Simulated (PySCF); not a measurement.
# Hartree-Fock beside MP2: AlBH3NO

Calculated results; nothing here was measured. They come from PySCF 2.14.0, an open-source quantum chemistry program, on an isolated molecule that a program drew, which may never have been made. The molecule is AlBH3NO (charge 0, singlet), drawn as the SMILES string `B=[N][AlH][OH]`.

The geometry was optimised and harmonic frequencies were computed with HF and MP2, all in the cc-pV(D+d)Z basis, for the commonest isotopes, with a restricted reference for singlets and an unrestricted one otherwise, and a frozen core in MP2. Each result is a local minimum of its method.

Geometry at the HF minimum:
```xyz
7
AlBH3NO, angstrom
B    -3.6753    0.1560   -2.0574
N    -2.4585    0.4064   -2.1631
Al   -0.7198    0.7290   -2.2363
O    -0.0210    1.4448   -3.5951
H    -4.8207   -0.0776   -1.9625
H     0.2439    0.3699   -1.0571
H    -0.4463    1.7237   -4.3884
```

Lengths of the bonds as drawn, in Å (atoms numbered as above):
| bond | HF | MP2 |
|---|---|---|
| B1-N2 | 1.247 | 1.274 |
| N2-Al3 | 1.770 | 1.795 |
| Al3-O4 | 1.687 | 1.708 |
| B1-H5 | 1.173 | 1.181 |
| Al3-H6 | 1.565 | 1.564 |
| O4-H7 | 0.942 | 0.963 |

Rotational constants, in GHz:
```
constant,HF,MP2
A,23.96,23.75
B,3.245,3.141
C,2.858,2.774
```

Harmonic frequencies in cm^-1, each column in rising order, so a row needn't be the same motion in every method:
| rank | HF | MP2 |
|---|---|---|
| 1 | 123 | 109 |
| 2 | 150 | 128 |
| 3 | 290 | 270 |
| 4 | 410 | 389 |
| 5 | 548 | 525 |
| 6 | 600 | 592 |
| 7 | 677 | 639 |
| 8 | 742 | 715 |
| 9 | 831 | 727 |
| 10 | 835 | 733 |
| 11 | 904 | 872 |
| 12 | 1950 | ? |
| 13 | 2051 | 2033 |
| 14 | 2979 | 2898 |
| 15 | 4226 | 3936 |

**Estimate the missing MP2 frequency from the HF column.**

A single factor s that minimises the squared misfit of MP2 against s times HF over the other rows is sum(HF x MP2) / sum(HF^2) = 0.9491, with an rms misfit of 44 cm^-1. For rank 12 it gives 0.9491 x 1950 = 1851 cm^-1. The calculation gives 1807 cm^-1, 44 cm^-1 below the estimate. The drawn bonds are on average 1.3 % longer in MP2 than in HF.
